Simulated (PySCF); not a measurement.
Computed shifts of a molecule CH₈GeOSi, PBE/pcSseg-1 run with PySCF, GIAO, gas phase, atoms alike by connectivity averaged where their shifts nearly agree, in ppm (number of nuclei): ²⁹Si: -10.4 (1). ¹³C: 58.1 (1). ¹H: 5.94 (1), 5.83 (1), 3.93 (3), 3.78 (3). References: ²⁹Si against TMS (σ = 335.4 ppm); ⁷³Ge against GeH4 (σ = 1614.4 ppm); ¹⁷O against H2O (σ = 334.3 ppm); ¹³C against TMS (σ = 182.0 ppm); ¹H against TMS (σ = 31.49 ppm), references at their B3LYP-D3(BJ)/def2-TZVP geometries, non-relativistic. Coordinates come from a PBE0-D3(BJ)/def2-SVP optimisation. One conformer was computed; it need not be the lowest.

Q: Which structure fits?
(A) C[SiH2][GeH2][OH]
(B) C[O][GeH2][SiH3]
(C) O[CH2][GeH2][SiH3]
(D) CO[SiH2][GeH3]

A: D, CO[SiH2][GeH3]
